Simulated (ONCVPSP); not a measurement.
## Plane-wave convergence, ONCV potential for Ru (Z = 44)

* Element: ruthenium
* Generator: ONCVPSP 4.0.1
* Type: optimised norm-conserving Vanderbilt (ONCV)
* Functional: PBEsol
* Relativity: scalar-relativistic
* Frozen core: [Ar] 3d10
* Valence charge: 16
* Reference configuration: 4s2 4p6 4d7.5 5s0.5
* Partial waves: 4s+5s: rc 1.55 bohr, ncon 4, nbas 8, qcut 7.3 1/bohr, 2 projectors; 4p: rc 1.15 bohr, ncon 3, nbas 6, qcut 5.7 1/bohr, 1 projector; 4d: rc 1.75 bohr, ncon 4, nbas 9, qcut 7.4 1/bohr, 2 projectors, debl 3.7 Ha
* Local potential: polynomial inside 0.85 bohr (lpopt 5, dvloc0 1 Ha)
* Core correction: none

Problem. For each optimised wave give the share of its norm inside rc, the residual kinetic energy above qcut (Ha) and the cutoffs (Ha) for errors of 10, 1, 0.1 and 0.01 mHa per electron.

Solution.

```tsv
wave	norm inside rc	residual KE	10 mHa	1 mHa	0.1 mHa	0.01 mHa
4s	0.923	2.8e-05	16.2	20.9	24.5	48.1
5s	0.038	1.3e-05	11.0	18.4	23.1	27.6
4p	0.567	7.7e-03	12.0	76.2	125.3	not reached
4d	0.597	1.7e-05	16.7	21.3	24.9	33.6
d projector 2	0.160	2.0e-04	20.3	24.9	30.5	93.5
```

The occupied waves need 76 Ha and 125 Ha for 1 and 0.1 mHa. Note: ghosts flagged at negative energy: d at -359.1 eV; GHOST(+) flagged for s at 67.6 eV. A true bound ghost makes a file unfit for plane-wave use. 1 of 4 tests not solved or not reliable.
